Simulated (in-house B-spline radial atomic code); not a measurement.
## Binding energies in Ni⁵⁺

NIST's tabulated ground configuration is [Ar] 3d5; each binding energy is the energy of the ion with one electron taken from that subshell, relaxed, less that of the parent. Level of theory: Dirac-Hartree-Fock, average of configuration, Fermi nucleus of rms radius 3.7757 fm; calculated with an all-electron radial atomic-structure program (B-spline basis). Energies include first-order Breit, QED and recoil terms.

```json
{"subshell": "1s", "X-ray name": "K", "binding energy (eV)": "8445.4", "-ε (eV)": "8498.9", "relaxation (eV)": "38.9"}
{"subshell": "2s", "X-ray name": "L1", "binding energy (eV)": "1128.7", "-ε (eV)": "1145.3", "relaxation (eV)": "15.5"}
{"subshell": "2p1/2", "X-ray name": "L2", "binding energy (eV)": "987.8", "-ε (eV)": "1006.1", "relaxation (eV)": "17.3"}
{"subshell": "2p3/2", "X-ray name": "L3", "binding energy (eV)": "970.7", "-ε (eV)": "988.4", "relaxation (eV)": "17.0"}
{"subshell": "3s", "X-ray name": "M1", "binding energy (eV)": "220.4", "-ε (eV)": "223.2", "relaxation (eV)": "2.7"}
{"subshell": "3p1/2", "X-ray name": "M2", "binding energy (eV)": "174.4", "-ε (eV)": "177.1", "relaxation (eV)": "2.6"}
{"subshell": "3p3/2", "X-ray name": "M3", "binding energy (eV)": "172", "-ε (eV)": "174.6", "relaxation (eV)": "2.6"}
{"subshell": "3d", "X-ray name": "M4,5", "binding energy (eV)": "103.2", "-ε (eV)": "105.6", "relaxation (eV)": "2.4"}
```

Relaxation = -ε minus the binding energy without Breit, QED and recoil terms.

Emission lines follow as differences of binding energies, with λ = 12398.42 eV·Å / E:

```csv
line,holes,energy (eV),wavelength (Å)
K-L3,1s → 2p3/2,7474.7,1.6587
K-L2,1s → 2p1/2,7457.6,1.6625
K-M3,1s → 3p3/2,8273.4,1.4986
L1-M3,2s → 3p3/2,956.7,12.96
L3-M1,2p3/2 → 3s,750.3,16.525
```

**Question.** What screening constant σ does Moseley's law, E = (3/4)·13.6057 eV·(Z - σ)², need for K-L3?

**Answer.** σ = 0.94.

**Question.** What does it cost to remove both a 2p3/2 and a 3s electron?

**Answer.** 1224.6 eV, which is 33.54 eV more than the two single binding energies together.

**Question.** What does it cost to remove both a 2s and a 3d electron?

**Answer.** 1264.4 eV, which is 32.51 eV more than the two single binding energies together.

**Question.** What does it cost to remove two 3p3/2 electrons?

**Answer.** 371.33 eV, which is 27.39 eV more than the two single binding energies together.
